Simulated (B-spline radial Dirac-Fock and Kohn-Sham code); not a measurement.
# Binding energies of Lu¹³⁺ at several levels of theory

System: the Lu¹³⁺ ion, configuration [Kr] 4d10 4f10 5s2.

The density-functional columns are spherical, spin-unpolarised Dirac-Kohn-Sham results without Breit or QED terms: −ε is minus the orbital energy of the initial state and ΔSCF the difference of two total energies. The reference in the last column comes from Dirac-Fock (average of configuration) total-energy differences with a finite nucleus, the Breit interaction including its frequency dependence, and self-energy and vacuum-polarisation corrections. All numbers are from a radial atomic solver, in eV; a selection of levels is shown. The Kohn-Sham columns are given as differences from the reference. For the 1s level of heavy atoms much of the gap between ΔSCF and the reference is the Breit and QED part, -304.1 eV here; for other levels the error of the functional can be larger.

```csv
level,LDA −ε − DF,LDA ΔSCF − DF,Dirac-Fock
K,-241.1,+291.4,63607.0
L1,-163.6,-59.9,11173.7
L2,-118.8,+11.9,10645.8
L3,-130.3,-15.3,9541.0
M1,-87.5,-51.7,2795.2
M2,-70.4,-32.6,2563.3
M3,-69.5,-34.3,2324.4
M4,-48.7,-7.9,1937.0
M5,-49.7,-9.9,1886.0
N1,-46.8,-27.5,799.1
N2,-38.4,-19.2,702.8
N3,-38.4,-19.9,647.0
N4,-25.8,-7.7,488.8
N5,-25.9,-8.0,478.4
"N6,7",-14.0,+3.0,283.1
O1,-3.5,+7.5,291.5
```

Values without a named source are computed, but for edge energies of neutral atoms, which are taken from tables.
